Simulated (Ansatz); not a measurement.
The pair A = HF (SMILES F) (first 2 atoms), B = SO2 (SMILES O=S=O); geometry from B3LYP-D3(BJ)/def2-TZVP.
(charge 0, multiplicity 1):
```xyz
5

F      0.351     0.507    -0.657
H      0.084     0.724     0.211
O     -0.336     0.663     2.009
S     -0.194    -0.570     2.752
O     -0.535    -0.555     4.144
```

Correlated levels freeze the cores. MP2 and its Hartree–Fock in aug-cc-pV(Q+d)Z are density fitted.

Programs: Ansatz (Gaussian basis) for Hartree–Fock, density functionals and correlated methods. 

The counterpoise-corrected interaction energy is E(AB) − E(A in the pair's basis) − E(B in the pair's basis). Total energies (hartree):

```csv
level,AB,A in the pair's basis,B in the pair's basis
HF/aug-cc-pV(T+d)Z,-647.3715015,-100.0601642,-547.3055783
MP2/aug-cc-pV(T+d)Z,-648.3273048,-100.3411099,-547.9799478
HF/aug-cc-pV(Q+d)Z,-647.3934004,-100.0675546,-547.3199727
MP2/aug-cc-pV(Q+d)Z,-648.4154356,-100.3696503,-548.0392445
CCSD(T)/aug-cc-pV(T+d)Z,-648.3632250,-100.3497985,-548.0067573
```

### Question
Work out the counterpoise-corrected interaction energy at the basis-set limit: extrapolate the MP2 correlation part as X⁻³, take Hartree–Fock from the larger set, and add the CCSD(T) − MP2 difference of aug-cc-pV(T+d)Z.

### Answer

1. Differences (1 hartree = 627.509 kcal/mol): HF/aug-cc-pV(T+d)Z -3.614; MP2/aug-cc-pV(T+d)Z -3.920; HF/aug-cc-pV(Q+d)Z -3.685; MP2/aug-cc-pV(Q+d)Z -4.104; CCSD(T)/aug-cc-pV(T+d)Z -4.185.
2. Correlation parts, MP2 less HF: -0.306 in aug-cc-pV(T+d)Z (X = 3), -0.419 in aug-cc-pV(Q+d)Z (X = 4).
3. Limit (4³·(-0.419) − 3³·(-0.306))/(4³ − 3³) = -0.501; with HF/aug-cc-pV(Q+d)Z it gives -4.187.
4. CCSD(T) less MP2 in aug-cc-pV(T+d)Z: -0.265.
Result: -4.45 kcal/mol, against -3.92 at MP2/aug-cc-pV(T+d)Z. It is an estimate of this method's limit, not of the exact value.

Ansatz is a program for electronic structure.
